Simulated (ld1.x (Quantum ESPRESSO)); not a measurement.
## Which change was made? (P, TM)

| Property | Result |
| --- | --- |
| Element | P (Z = 15) |
| Generator | ld1.x (Quantum ESPRESSO) 7.5 |
| Type | norm-conserving Troullier–Martins (Kleinman–Bylander form) |
| Functional | PBEsol |
| Relativity | non-relativistic |
| Frozen core | [Ne] |
| Valence charge | 5 |
| Reference configuration | 3s2 3p3 |
| Partial waves | 3s (bound): rc 1.75 bohr; 3p (bound): rc 1.85 bohr |
| Local potential | the p channel |
| Core correction | Bessel-smoothed model core inside 0.90 bohr |

Cutoffs, loose and tight: the cutoffs (Ry, on a coarse ladder) from which the occupation-weighted sum of valence levels, in a spherical-Bessel basis at the reference potential, stays within 10 and 1 mRy of its value at 400 Ry. They do not see the model core or the augmentation charge, which bear on the density cutoff. Test errors are all-electron minus pseudo excitation energies from the reference, over the configurations 3s2 3p2; 3s2 3p1; 3s2 3p0; 3s2 3p3.3; 3s1 3p3; 3s1 3p4; 3s1 3p0; variants that change the core or the reference have their own tests.

The base gives: outcome: generated; cutoff, loose: 21 Ry; cutoff, tight: 45 Ry; bound ghosts: none; largest test error (meV): +149.

(1) After one change the result is: outcome: generated; cutoff, loose: 15 Ry; cutoff, tight: 35 Ry; bound ghosts: none; largest test error (meV): +116. Which change was it?
A. all radii but the core radius scaled by about 1.24 (s 2.18, p 2.30 bohr)
B. all radii but the core radius scaled by about 0.79 (s 1.38, p 1.46 bohr)
C. all radii but the core radius scaled by about 1.06 (s 1.84, p 1.96 bohr)
D. all radii but the core radius scaled by about 1.36 (s 2.38, p 2.52 bohr)

Results:

(1) A. The others give: all radii but the core radius scaled by about 1.36 (s 2.38, p 2.52 bohr) → outcome: generated; cutoff, loose: 12 Ry; cutoff, tight: 25 Ry; bound ghosts: none; largest test error (meV): +162 | all radii but the core radius scaled by about 0.79 (s 1.38, p 1.46 bohr) → outcome: generated; cutoff, loose: 35 Ry; cutoff, tight: 70 Ry; bound ghosts: none; largest test error (meV): +126 | all radii but the core radius scaled by about 1.06 (s 1.84, p 1.96 bohr) → outcome: generated; cutoff, loose: 18 Ry; cutoff, tight: 40 Ry; bound ghosts: none; largest test error (meV): +145.
